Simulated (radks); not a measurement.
Task: The barium ion Ba15+, configuration [Kr] 4d5. Method: Dirac Kohn-Sham, LDA (Slater exchange, Perdew-Wang correlation), spin-unpolarised, spherical densities, finite nucleus; open shells fill j = l - 1/2 first; Fermi nuclear charge, rms radius 4.8378 fm; computed with a radial shooting solver on a logarithmic mesh with Libxc functionals. Some entries of the table are withheld. Estimate them.

orbital  occ.  eigenvalue (Ry)  <r> (bohr)  <r^2> (bohr^2)
1s1/2       2        -2757.481     0.02560       0.0008899
2s1/2       2        -456.1326      0.1093         0.01416
2p1/2       2        -431.3305     0.09194         0.01041
2p3/2       4        -403.2955     0.09792         0.01168
3s1/2       2        -114.5386      0.2911         0.09693
3p1/2       2        -104.1258      0.2807             (1)
3p3/2       4        -98.66274      0.2925             (2)
3d3/2       4        -80.38343      0.2628         0.08154
3d5/2       6        -79.21168      0.2665         0.08370
4s1/2       2        -39.41919      0.6473          0.4712
4p1/2       2        -35.49559      0.6608          0.4943
4p3/2       4        -34.19926      0.6828          0.5272
4d3/2       4              (3)      0.7116             (4)
4d5/2       1              (5)      0.7183             (6)
5s1/2       0        -18.97450       1.235           1.699
5p1/2       0        -17.40979       1.284           1.843
5p3/2       0        -16.98067       1.315           1.933

Result: 
(1) 3p1/2 <r^2> (bohr^2): 0.09154
(2) 3p3/2 <r^2> (bohr^2): 0.09916
(3) 4d3/2 eigenvalue (Ry): -27.65979
(4) 4d3/2 <r^2> (bohr^2): 0.5800
(5) 4d5/2 eigenvalue (Ry): -27.41308
(6) 4d5/2 <r^2> (bohr^2): 0.5906
